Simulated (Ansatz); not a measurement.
How methods differ on AlH2Br (SMILES [H][Al]([H])[Br])

AlH2Br: 4 atoms, total charge 0, spin state singlet. As SMILES, `[H][Al]([H])[Br]`. The shape comes from GFN2-xTB, which is rough for such elements, and wasn't checked as a minimum.

| atom | x (Å) | y (Å) | z (Å) |
| --- | --- | --- | --- |
| Al | 0.0860 | 0.1433 | 0.0012 |
| H | 1.6199 | 0.1412 | 0.0119 |
| H | -0.6406 | 1.4941 | -0.0212 |
| Br | -1.0652 | -1.7787 | 0.0081 |

Quantity: the energy change with the Al1–H3 bond stretched from 1.534 to 3.835 Å, in eV. The values are calculated.

| level | kind | program | value (eV) | CPU time (all runs) |
| --- | --- | --- | --- | --- |
| HF/STO-3G (restricted) | Hartree–Fock | Ansatz | 9.86 | 0.42 s |
| SVWN5/STO-3G (restricted) | LDA | Ansatz | 6.80 | 1.9 s |
| revPBE/STO-3G (restricted) | GGA | Ansatz | 6.49 | 2.8 s |
| r2SCAN/STO-3G (restricted) | meta-GGA | Ansatz | 7.02 | 7.1 s |
| r2SCAN0/STO-3G (restricted) | hybrid meta-GGA | Ansatz | 7.77 | 6.5 s |
| wB97M-V/STO-3G (restricted) | range-separated hybrid | Ansatz | 8.22 | 37 s |
| wB97X/STO-3G (restricted) | range-separated hybrid | Ansatz | 8.49 | 12 s |
| B2PLYP/STO-3G (restricted) | double hybrid | Ansatz | 6.61 | 3.9 s |
| BCCD(T)/STO-3G (restricted) | coupled cluster or CI | Ansatz | 4.94 | 0.7 s |
| CCSD/STO-3G (restricted) | coupled cluster or CI | Ansatz | 5.14 | 0.61 s |

All-electron rows without a relativistic Hamiltonian named are non-relativistic. The first shape isn't each level's own minimum. The values span 4.94 to 9.86 eV. All rows use very small basis sets, so even the best lies far from the true value. In the correlated wave-function rows the outer d shell of Br is correlated, in sets not made for it. CPU times are rough (shared hosts, several kinds of processor): they show what a rung costs within a factor of a few.
